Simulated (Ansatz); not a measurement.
Species: C5H6, SMILES `C#CC(=C)C` (charge 0, multiplicity 1).

### Question
Give a relaxed geometry from Ansatz (a first-principles code) with PBE0-D3(BJ)/def2-TZVP.

### Answer
the end point of this relaxation (outside a Z-matrix the atoms follow the SMILES, hydrogens last).
Cartesian coordinates (Å) in one orientation:
```xyz
11

C      2.425    -0.065     0.566
C      1.242     0.087     0.406
C     -0.165     0.211     0.210
C     -0.754     1.408     0.232
C     -0.915    -1.068    -0.017
H      3.472    -0.182     0.710
H     -1.823     1.501     0.083
H     -0.184     2.313     0.398
H     -0.532    -1.587    -0.899
H     -1.979    -0.873    -0.157
H     -0.788    -1.744     0.832
```
